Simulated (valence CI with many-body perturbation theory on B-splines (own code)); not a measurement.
# Which ion has this spectrum?

A relativistic CI+MBPT calculation for an atom or ion with 23 electrons gives these levels (cm⁻¹):

```csv
J,Parity,E,g
5/2,even,0,1.29
5/2,even,436781,1.33
7/2,even,529810,1.16
11/2,even,540242,1.10
3/2,even,544220,1.16
9/2,even,583866,1.13
5/2,even,612919,1.13
1/2,even,640449,1.80
7/2,even,649043,1.07
3/2,even,781496,0.80
5/2,even,958720,1.30
7/2,even,1027003,1.21
11/2,even,1030547,1.09
9/2,even,1046669,1.14
```

The energies are calculated, and their last digits are not significant.

(1) Which is it?
A. Ta50+
B. Lu48+
C. Hf49+
D. W51+

Results:

(1) A. Ta50+, ground level (3d3/2^4 3d5/2) J=5/2.
